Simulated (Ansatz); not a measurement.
Geometry optimisation, RKS PBE0-D4/def2-SVP in Ansatz.

input.yaml

```yaml
crystal:
  periodic: [false, false, false]
  atoms:
    - { symbol: O, position_ang: [1.42288, 0.10232, 1.04999] }
    - { symbol: C, position_ang: [0.59042, -0.57, 0.17348] }
    - { symbol: Si, position_ang: [-0.69406, 0.24597, -0.74649] }
    - { symbol: F, position_ang: [-0.8704, 1.82999, -0.7876] }
    - { symbol: F, position_ang: [-1.05383, -0.09899, -2.26619] }
    - { symbol: H, position_ang: [0.90467, 0.66842, 1.63125] }
    - { symbol: H, position_ang: [1.17554, -1.31787, -0.35153] }
basis:
  gaussian: { orbitals: def2-SVP }
hamiltonian:
  xc: pbe0
  dispersion: d4
relax:
  f_tol: 0.015
  max_steps: 40
```

Command:

```bash
$ ansatz run input.yaml --threads 1 --pin off --max-ram 2048MiB --backend cpu --events-out ev --progress --plain --runs-dir out
```

Where does it end, and by what steps?

The forces met the threshold. After 13 steps the energy has fallen by 1.091 eV; H6 moved furthest, 0.40 Å.

| step | energy less start (eV) | largest force component (eV/Å) | accepted |
| --- | --- | --- | --- |
| 0 | 0.0000 | 2.587 | yes |
| 1 | -0.6428 | 1.519 | yes |
| 2 | -0.7422 | 1.532 | yes |
| 3 | -0.9175 | 0.900 | yes |
| 4 | -1.0335 | 0.749 | yes |
| 5 | -1.0521 | 1.200 | yes |
| 6 | -1.0747 | 0.313 | yes |
| 7 | -1.0837 | 0.226 | yes |
| 8 | -1.0870 | 0.125 | yes |
| 9 | -1.0893 | 0.080 | yes |
| 10 | -1.0903 | 0.043 | yes |
| 11 | -1.0905 | 0.020 | yes |
| 12 | -1.0905 | 0.018 | yes |
| 13 | -1.0906 | 0.005 | yes |

```xyz
7
Properties=species:S:1:pos:R:3
O 1.227 -0.060 1.199
C 0.755 -0.411 0.006
Si -0.775 0.181 -0.751
F -0.985 1.781 -0.524
F -0.835 -0.058 -2.353
H 1.077 0.885 1.345
H 1.011 -1.458 -0.219
```

Whether the end is a true minimum wasn't checked by a vibrational analysis.

Time of the run: 48 s on 1 thread of Arm Neoverse V1, with other jobs on the host, peak memory 0.16 GiB.
